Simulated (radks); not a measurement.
Results of a calculation; reference values are marked as such.
Spherical quantum dot in the effective-mass picture: electrons in a parabolic well V = omega^2 r^2 / 2 with omega = 0.171, all in effective atomic units (hartree* = m*/eps^2 hartree, bohr* = eps/m* bohr), one dielectric constant everywhere. Level of theory: non-relativistic Kohn-Sham, LDA (Slater exchange, Perdew-Wang correlation), spin-polarised, spherical densities (a radial shooting solver with Libxc functionals). Levels are named by radial order and angular momentum (1s, 1p, 1d, 2s, ...), and open shells are averaged over m.

N = 11, configuration 1s2 1p6 1d(up 3, down 0). This is the lowest configuration that the search found. Occupied and some empty levels:

| level | occupation | eigenvalue (hartree*) | <r> (bohr*) |
|---|---|---|---|
| 1s up | 1 | 2.0973 | 4.700 |
| 1s down | 1 | 2.1112 | 4.569 |
| 1p up | 3 | 2.1558 | 5.524 |
| 1p down | 3 | 2.1732 | 5.487 |
| 1d up | 3 | 2.2308 | 6.110 |
| 1d down | 0 | 2.2492 | 6.119 |
| 2s up | 0 | 2.2709 | 4.983 |
| 2s down | 0 | 2.2804 | 5.052 |
| 1f up | 0 | 2.3188 | 6.588 |
| 1f down | 0 | 2.3370 | 6.620 |
| 2p up | 0 | 2.3711 | 5.724 |
| 2p down | 0 | 2.3818 | 5.739 |

Energy (hartree*): total 14.5592, kinetic 1.1802, external 5.3040, Hartree 9.8694, exchange-correlation -1.7944.

Electron density:

| r (bohr*) | n(r) (e/bohr*^3) |
|---|---|
| 0.807 | 0.004162 |
| 1.67 | 0.005204 |
| 2.54 | 0.006642 |
| 3.40 | 0.007963 |
| 4.27 | 0.008520 |
| 5.14 | 0.007782 |
| 6.00 | 0.005786 |
| 6.87 | 0.003341 |
| 7.73 | 0.001444 |
| 8.60 | 0.0004575 |
| 9.46 | 0.0001059 |
| 10.3 | 0.00001799 |
| 11.2 | 2.218e-06 |
